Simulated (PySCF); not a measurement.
# Reading the logs of faulty runs: BCH7OSi

All numbers below are calculated, not measured. The program is PySCF 2.14.0, an open-source quantum chemistry code, run on an isolated molecule that a program drew, which may never have been made. The molecule is BCH7OSi (charge 0, singlet), drawn as the SMILES string `B[SiH](C)O`.

Each row is a Hartree-Fock (HF) and frozen-core CCSD(T) single point in the cc-pV(D+d)Z basis, meant for a local HF minimum. Run 1 is clean. Each other run has one planted mistake out of seven kinds, and not every kind appears here: one electron removed, one electron added, multiplicity raised by two, geometry at a saddle point, minimal basis STO-3G, one bond length entered in bohr, all coordinates scaled. The reference is restricted for singlets and unrestricted otherwise, and also for a bond in bohr. Adding or removing an electron swaps singlet and doublet. Electrons count all cores. HOMO and LUMO are orbital energies over both spins, the gradient is its largest component, and the lowest frequency (negative if imaginary) is given only where the gradient is small. Bond lengths are over the 10 bonds as drawn. T1 is the CCSD diagnostic: over 0.02 (restricted) or 0.045 (unrestricted) a single reference is doubtful.

Geometry of the clean run:
```xyz
11
BCH7OSi, angstrom
B     0.4547    2.3353    1.2247
Si   -0.6048    2.8838   -0.4176
C    -2.3585    2.2021   -0.3721
O     0.1978    2.3578   -1.7750
H     0.0382    2.5989    2.3216
H     1.5017    1.7534    1.1612
H    -0.7024    4.3714   -0.4490
H    -2.3621    1.1090   -0.3318
H    -2.8922    2.5762    0.5070
H    -2.9245    2.5059   -1.2583
H    -0.1386    2.6033   -2.6234
```

| run | electrons | basis functions | <S^2> | HOMO (eV) | LUMO (eV) | gradient (hartree/bohr) | lowest frequency (cm^-1) | mean bond (Å) | longest bond (Å) | T1 | HF (hartree) | CCSD(T) (hartree) | mistake |
|---|---|---|---|---|---|---|---|---|---|---|---|---|---|
| 1 | 40 | 100 | 0.000 | -10.85 | 1.53 | 9.1e-06 | 66 | 1.3695 | 2.030 | 0.0105 | -430.45106 | -431.03248 | no fault |
| 2 | 40 | 100 | 0.650 | -9.49 | 1.04 | 2.3e-02 | - | 1.4765 | 2.273 | 0.0556 | -430.33286 | -430.91468 | one bond length entered in bohr |
| 3 | 40 | 100 | 2.011 | -7.59 | -1.09 | 5.1e-02 | - | 1.3695 | 2.030 | 0.0157 | -430.33441 | -430.90919 | multiplicity raised by two |
| 4 | 39 | 100 | 0.764 | -17.04 | -8.33 | 1.1e-01 | - | 1.3695 | 2.030 | 0.0290 | -430.09866 | -430.66216 | ? |

**Which mistake was planted in run 4, and what did it cost?**

It counts 39 electrons, one fewer than the clean run, at the same geometry and basis. So the mistake is: one electron removed. Subtracting run 1 and multiplying by 627.51 kcal/mol a hartree, the energy moved by 221.1 kcal/mol in HF and 232.4 kcal/mol in CCSD(T).

Cautions from the logs. Run 2: T1 is over the limit, so its CCSD(T) energy is less reliable.
